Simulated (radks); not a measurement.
Te IV, configuration [Kr] 4d10 5s1 5p2 (not the ground configuration). All-electron calculation, scalar-relativistic Kohn-Sham, r2SCAN, spin-polarised, spherical densities, finite nucleus; open shells are filled with parallel spins first (spin-orbit coupling, left out, can overturn this in heavy ions); meta-GGA in the generalised Kohn-Sham scheme; Fermi nuclear charge, rms radius 4.7423 fm. Program: a radial shooting solver on a logarithmic mesh with Libxc functionals.

Local quantities along the radius. ELF = 1/(1 + alpha^2) is the electron localisation function; alpha = (tau - tau_W)/tau_unif compares the Pauli kinetic energy density with that of the uniform gas (summed over spins); 4 pi r^2 rho is in e/bohr; s = |grad rho|/(2 (3 pi^2)^(1/3) rho^(4/3)) is the reduced gradient; r v_xc is r times the local exchange-correlation potential of spin up (hartree bohr, multiplicative part alone). tau is taken from the large components.

r (bohr),ELF,alpha,4 pi r^2 rho,s,r v_xc
0.002253,0.999,0.02518,7.164,0.5717,-0.1621
0.003005,0.999,0.02757,11.29,0.5375,-0.1967
0.003976,0.999,0.03148,17.12,0.5190,-0.2388
0.005261,0.999,0.03793,25.15,0.5141,-0.2898
0.007016,0.998,0.04930,35.70,0.5231,-0.3517
0.009284,0.995,0.06938,47.40,0.5467,-0.4201
0.01238,0.988,0.1102,58.81,0.5882,-0.4976
0.01638,0.963,0.1967,66.10,0.6458,-0.5794
0.02168,0.863,0.3986,66.97,0.7085,-0.6551
0.02891,0.574,0.8614,62.07,0.7207,-0.6017
0.03825,0.332,1.418,58.51,0.5700,-0.6112
0.05102,0.395,1.238,65.04,0.3327,-0.7212
0.06751,0.652,0.7308,79.91,0.2918,-0.9637
0.08932,0.753,0.5721,86.81,0.4026,-1.068
0.1191,0.565,0.8774,74.11,0.5216,-1.044
0.1576,0.318,1.463,61.15,0.3879,-0.9816
0.2102,0.541,0.9211,68.22,0.2143,-1.303
0.2782,0.762,0.5587,70.14,0.3715,-1.453
0.3681,0.599,0.8190,44.69,0.6598,-1.285
0.4909,0.183,2.112,23.49,0.4970,-1.103
0.6495,0.603,0.8115,25.79,0.1961,-1.413
0.8663,0.767,0.5512,23.86,0.4584,-1.458
1.146,0.543,0.9171,12.54,0.7852,-1.187
1.517,0.289,1.568,5.050,0.9548,-1.089
2.023,0.575,0.8597,2.461,0.9509,-1.117
2.676,0.710,0.6385,1.059,1.600,-0.9351
3.57,0.360,1.332,0.2155,3.772,-0.3763
4.723,0.024,6.362,0.01686,11.47,-0.1450
6.249,0.000,67.33,0.0003863,50.51,-0.05509

On this mesh the ELF has minima near r = 0.044, 0.16, 0.49, 1.5 bohr, which separate the shells, and maxima near 0.0011 (1.00), 0.089 (0.75), 0.28 (0.76), 0.87 (0.77), 2.7 (0.71).
